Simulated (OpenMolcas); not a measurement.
Ni III.

```yaml
Program: OpenMolcas 26.06
Basis: ANO-RCC-VTZP [6s5p3d2f1g]
Scalar_Hamiltonian: DKH2, point nucleus
Active_space: 8 electrons in 6 orbitals (3d 4s)
State_averaging: 2S+1 = 3 even, 55 roots; 2S+1 = 5 even, 10 roots kept (CI in the orbitals of an earlier block); 2S+1 = 1 even, 50 roots kept (CI in the orbitals of an earlier block)
Spin-orbit_coupling: RASSI with atomic mean-field integrals over the reference wave functions, term energies averaged over their components
```

Two sets of levels on these reference wave functions, in cm⁻¹ above 3d⁸ ³F₄: one from CASSCF and one from MS-CASPT2, IPEA 0.25 Eh, imaginary shift 0.1 Eh (closed shells correlated: 3s 3p).

| Level | Set 1 | Set 2 |
| --- | --- | --- |
| 3d⁸ ³F₄ | 0.0 | 0.0 |
| 3d⁸ ³F₃ | 1442 | 1447 |
| 3d⁸ ³F₂ | 2430 | 2400 |
| 3d⁸ ¹D₂ | 18200 | 13270 |
| 3d⁸ ³P₂ | 21950 | 16740 |
| 3d⁸ ³P₁ | 22360 | 17120 |
| 3d⁸ ³P₀ | 22650 | 17390 |
| 3d⁸ ¹G₄ | 28200 | 22980 |
| 3d⁷ 4s ⁵F₅ | 31250 | 53830 |
| 3d⁷ 4s ⁵F₄ | 32150 | 54720 |
| 3d⁷ 4s ⁵F₃ | 32860 | 55430 |
| 3d⁷ 4s ⁵F₂ | 33380 | 55960 |
| 3d⁷ 4s ⁵F₁ | 33730 | 56300 |
| 3d⁷ 4s ³F₄(1) | 39560 | 60120 |
| 3d⁷ 4s ³F₃(1) | 40770 | 61330 |
| 3d⁷ 4s ³F₂(1) | 41620 | 62170 |

Question: Which set is which?

Answer: Set 2 is MS-CASPT2. Its levels of the other terms of 3d⁸ lie at 0.73 to 0.81 of the other set's values, as expected, since terms of lower spin or lower L gain more correlation energy than the Hund ground term. Against 12 measured levels (Corliss and Sugar, J. Phys. Chem. Ref. Data 10, 197 (1981)) the mean absolute deviation is 140 cm-1 with it and 12000 cm-1 without; single levels miss by up to 760 cm-1 with it.

CASPT2 breaks the degeneracy within a term, and the mean is taken; among the terms shown or strongly mixed into the levels shown the widest spread is 2100 cm-1 (3d⁸ ¹G, MS-CASPT2). Some levels mix across a computed gap that differs much from the measured one, so their mixing is not that of the real levels. Terms from blocks run as CI alone lack orbitals of their own. A single d shell beside an s shell can misplace configurations of different d count against each other. Without dynamic correlation excited terms often stand tens of per cent too high (terms of higher spin than the ground term too low), and those without a measured partner can miss by more than the paired ones (holds for CASSCF). Computed and measured levels are paired by configuration, term and J; levels that our copy of the source lacks, or whose pairing is in doubt (as where it misses far off the trend of its configuration), stay unpaired and out of the deviations. Levels of configurations outside the active space are missing. The table leaves out levels that lie high or whose names do not pair safely across all columns.

A number in round brackets counts repeated terms of one configuration in the order of the reference energies.
